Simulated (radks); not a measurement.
Task: Pd11+, configuration [Ar] 3d10 4s2 4p5. Method: Dirac Kohn-Sham, PBE, spin-unpolarised, spherical densities, finite nucleus; open shells fill j = l - 1/2 first; Fermi nuclear charge, rms radius 4.5318 fm; computed with a radial shooting solver on a logarithmic mesh with Libxc functionals. Some entries of the table are withheld. Estimate them.

orbital,occ.,eigenvalue (Ry),<1/r> (bohr^-1),<r^2> (bohr^2)
1s1/2,2,-1792.229,48.24,0.001371
2s1/2,2,(1),(2),0.02249
2p1/2,2,-257.5454,11.07,0.01684
2p3/2,4,-245.8270,10.43,0.01817
3s1/2,2,(3),3.879,(4)
3p1/2,2,-55.99260,3.785,0.1586
3p3/2,4,-53.92881,3.631,0.1677
3d3/2,4,(5),3.468,0.1479
3d5/2,6,(6),3.428,0.1506
4s1/2,2,-21.36198,1.597,0.8559
4p1/2,2,-18.85129,1.513,0.9299
4p3/2,3,-18.41850,1.471,0.9693

Result: 
(1) 2s1/2 eigenvalue (Ry): -276.2978
(2) 2s1/2 <1/r> (bohr^-1): 11.09
(3) 3s1/2 eigenvalue (Ry): -63.38560
(4) 3s1/2 <r^2> (bohr^2): 0.1632
(5) 3d3/2 eigenvalue (Ry): -40.88430
(6) 3d5/2 eigenvalue (Ry): -40.46960
